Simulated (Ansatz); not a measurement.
ClH3SiZn, SMILES `Cl[SiH2][ZnH]`. Charge 0, multiplicity 1.

```xyz
6

Cl   -1.149   -1.996   -0.294
Si    0.395   -0.600   -0.213
Zn   -0.527    1.497    0.453
H     1.408   -1.153    0.727
H     1.025   -0.597   -1.562
H    -1.151    2.849    0.889
```

(1) What are the harmonic wavenumbers in cm⁻¹ at PBE0-D4/def2-TZVP (Ansatz, finite differences of forces, unscaled)? (Best estimate.)

(2) Is this a minimum?

(3) Give the ideal-gas thermochemistry at 298.15 K and 1 bar (rigid rotor, harmonic oscillator; point group Cs, symmetry number 1).

(4) And at 400, 500, 600, 800 and 1000 K?

Results:

(1) Computed: 93, 320, 332, 424, 477, 526, 691, 795, 935, 1869, 2201, 2208.

(2) Yes, all 12 modes are real.

(3) Zero-point energy 65.0 kJ/mol; H(298) − E = 81.5 kJ/mol; entropy 320.5 J/(mol·K), of which translation 169.7, rotation 113.1, vibration 37.7; G(298) − E = -14.0 kJ/mol. Modes under 100 cm⁻¹ are hindered rotations or soft bends, so the harmonic entropy is rough.

(4) 
| T (K) | H − E (kJ/mol) | S (J/mol/K) | G − E (kJ/mol) |
| --- | --- | --- | --- |
| 400 | 90.2 | 345.4 | -48.0 |
| 500 | 99.5 | 366.2 | -83.6 |
| 600 | 109.5 | 384.4 | -121.1 |
| 800 | 130.9 | 415.1 | -201.2 |
| 1000 | 153.6 | 440.5 | -286.8 |
